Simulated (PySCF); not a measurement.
C5H6Se, SMILES C=CC1=C[Se]C1.

Geometry optimised at B3LYP-D3(BJ)/def2-SVP. This is a generated structure with no PubChem entry under its InChIKey; it may be hypothetical. One conformer was computed; it need not be the lowest.

All values below come from PBE/def2-TZVP run with PySCF.

Symmetry labels are those of the subgroup Cs that the program uses (full group Cs).

Computed valence orbital energies around the gap with their symmetry:
```tsv
orbital	symmetry	energy (eV)
HOMO−7	A'	-10.90
HOMO−6	A'	-9.51
HOMO−5	A'	-8.99
HOMO−4	A'	-8.27
HOMO−3	A"	-7.89
HOMO−2	A'	-7.55
HOMO−1	A"	-6.66
HOMO	A"	-4.89
LUMO	A"	-1.90
LUMO+1	A'	-1.70
LUMO+2	A'	0.07
LUMO+3	A"	0.53
```
